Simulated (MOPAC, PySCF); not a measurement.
C₈H₁₄Si, SMILES `CC1[SiH2]C(=C(C)C=1C)C`, neutral singlet in the gas phase. 

Z-matrix (Å, degrees):
```
C
C 1 1.3606
C 2 1.4999 1 127.42
H 3 1.1004 2 113.37 1 -0.35
H 3 1.1044 4 107.42 2 123.18
H 3 1.1044 4 107.41 5 113.67
C 1 1.5053 2 125.03 3 0.02
H 7 1.0972 1 112.21 2 0.19
H 7 1.1028 8 107.71 4 -122.91
H 7 1.1028 8 107.70 9 -114.42
C 1 1.5125 2 116.78 3 -179.96
C 11 1.3606 1 116.78 2 -0.01
C 12 1.5000 11 127.42 1 179.99
H 13 1.1004 12 113.37 11 0.10
H 13 1.1044 14 107.41 12 -123.17
H 13 1.1044 14 107.41 15 -113.68
C 11 1.5053 12 125.03 13 -0.01
H 17 1.0972 11 112.21 12 0.04
H 17 1.1028 18 107.70 14 -122.90
H 17 1.1028 18 107.70 19 -114.42
Si 2 1.8763 1 106.34 7 -179.98
H 21 1.4962 2 113.99 1 -118.39
H 21 1.4962 22 107.09 12 -126.99
```
Charge 0, multiplicity 1.

All levels are single points at this geometry (B3LYP-D3(BJ)/def2-SVP); Pople sets use spherical d functions. Orbital energies aren't observables, and empty levels follow the basis.

M06-2X/6-31G* in PySCF gives dipole (D) = 0.93.

Question: Estimate the dipole (D) from each of these levels: PBE-D3(BJ)/def2-TZVP in PySCF; ωB97X-D3(BJ)/def2-TZVP in PySCF; B3LYP/6-31G* in PySCF; B3LYP/LANL2DZ in PySCF; BP86/6-31G* in PySCF; PBE/6-31G* in PySCF; SVWN5/6-31G* in PySCF; PM7 in MOPAC.

Answer: 
```csv
level,dipole (D)
PBE-D3(BJ)/def2-TZVP in PySCF,1.14
ωB97X-D3(BJ)/def2-TZVP in PySCF,1.12
B3LYP/6-31G* in PySCF,1.03
B3LYP/LANL2DZ in PySCF,0.89
BP86/6-31G* in PySCF,1.07
PBE/6-31G* in PySCF,1.08
SVWN5/6-31G* in PySCF,1.05
PM7 in MOPAC,1.01
```
